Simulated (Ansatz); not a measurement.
`CSB[SiH2]O` → `CB(S)O[SiH3]`  (isomerisation)

Isolated molecules relaxed with PBE0-D4/def2-TZVP in Ansatz; ΔE leaves out vibrations. CCSD(T)/CBS adds triple-zeta CCSD(T) − MP2 to the extrapolated MP2 energy (def2 sets, frozen cores). Functionals use def2-TZVPP. HSE06 is defined as in plane-wave codes. One conformer a species, not always the lowest.

| level | ΔE (kJ/mol) |
| --- | --- |
| r2SCAN-D4 | -182.6 |
| HSE06-D4 | -175.9 |

Question: What does CCSD(T)/CBS give? (Best estimate.)

Answer: Computed: -183.4 kJ/mol. The listed levels differ from it by 0.8, 7.5 kJ/mol.

Largest T1 diagnostic among the species: 0.014.

In def2-TZVPP, CCSD(T) changes the Hartree–Fock value by +21.2 kJ/mol (the triples alone add +3.9 kJ/mol) and MP2 by +17.4 kJ/mol. From PBE to PBE0 (25 % exact exchange), in def2-TZVPP and without D4, ΔE moves by −8.8 kJ/mol.

CCSD(T)/CBS has its own doubt, a few kJ/mol and more with outer-core shells, so smaller differences from it don't rank the levels.
